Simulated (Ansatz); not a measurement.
`N[SiH](F)CF` → `[CH]F` + `N[SiH2]F` at 298.15 K and 1 bar (formal loss of a carbene).

Program: Ansatz. Geometries: PBE0-D4/def2-TZVP. ΔE: electronic, gas phase. CBS: MP2 limit from def2 TZ/QZ plus the TZ coupled-cluster correction, frozen cores. This one scheme is used for every species. One conformer a species, not always the lowest.

```
      species  CCSD(T)/CBS energy (Eh)  H − E (kJ/mol)  S (J/(mol·K))
`N[SiH](F)CF`               -584.52271           199.7          342.1
      `[CH]F`               -138.29972            42.7          223.2
   `N[SiH2]F`               -446.07709           135.8          281.7
```

H − E and S are ideal-gas, rigid-rotor, harmonic terms from PBE0-D4/def2-TZVP, for one conformer and one mirror image of each species. 1 Eh = 2625.50 kJ/mol, R = 8.31446 J/(mol·K).

Question: By hand: ΔE, ΔH, ΔS and ΔG.

Answer: ΔE = (-138.29972) + (-446.07709) − (-584.52271) = 0.14590 Eh = 383.1 kJ/mol. Δ(H − E) = 42.7 + 135.8 − 199.7 = -21.2, so ΔH = 361.9 kJ/mol. ΔS = 223.2 + 281.7 − 342.1 = 162.8 J/(mol·K). ΔG = 361.9 − 298.15 × (162.8)/1000 = 313.4 kJ/mol.

Question: By hand: the equilibrium constant, and the temperature at which ΔG would vanish if ΔH and ΔS stayed fixed.

Answer: log₁₀ K = −ΔG/(RT ln 10) = -54.9. ΔG = 0 at ΔH/ΔS = 2223 K.

The number of gas molecules changes by +1, which sets the sign of ΔS. A doubt of 5 kJ/mol in ΔE shifts log₁₀ K by 0.9 here. Other conformers and mirror images would add mixing entropy, several J/(mol·K) or more a flexible species. These are equilibria of isolated gas molecules and say nothing of rates. Largest T1 diagnostic: 0.018 (customary marks: 0.02 for closed shells, 0.045 for open ones).
